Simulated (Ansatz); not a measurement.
Start from `[F][Al]([F])[Cl]` and change one atom or group to get `[F][Al]([F])[Br]`.

Ansatz, PBE0-D4/def2-TZVP geometries, multiplicity 1. 

Scalar relativity is left out up to krypton.

```
                                        property  `[F][Al]([F])[Cl]`
         HOMO–LUMO gap (ωB97M-V/def2-TZVPP) / eV               12.54
           LUMO energy (ωB97M-V/def2-TZVPP) / eV                0.29
size of the dipole moment (B3LYP/def2-TZVPP) / D                0.49
           HOMO–LUMO gap (B3LYP/def2-TZVPP) / eV                7.92
               LUMO energy (PBE/def2-TZVPP) / eV               -2.27
  size of the dipole moment (PBE/def2-TZVPP) / D                0.47
```

(1) Give the same properties after the change, and the shifts. (An estimate is asked.)

## Answers

(1) The calculation gave: 
| property | `[F][Al]([F])[Br]` | shift |
| --- | --- | --- |
| HOMO–LUMO gap (ωB97M-V/def2-TZVPP) / eV | 11.69 | -0.85 |
| LUMO energy (ωB97M-V/def2-TZVPP) / eV | 0.21 | -0.08 |
| size of the dipole moment (B3LYP/def2-TZVPP) / D | 0.67 | 0.18 |
| HOMO–LUMO gap (B3LYP/def2-TZVPP) / eV | 7.16 | -0.76 |
| LUMO energy (PBE/def2-TZVPP) / eV | -2.34 | -0.07 |
| size of the dipole moment (PBE/def2-TZVPP) / D | 0.67 | 0.20 |

With PBE0 the HOMO rises by 0.71 eV and the LUMO falls by 0.08 eV, so the gap narrows by about 0.79 eV. PBE moves the HOMO by 0.55 eV and ωB97M-V by 0.77 eV. Dipoles are sizes alone; their direction can turn.

B3LYP here is the variant with VWN-RPA as its local correlation; programs differ in this.

Spin–orbit coupling is left out; it splits and shifts lone-pair levels of the heavy atoms by tenths of an eV.
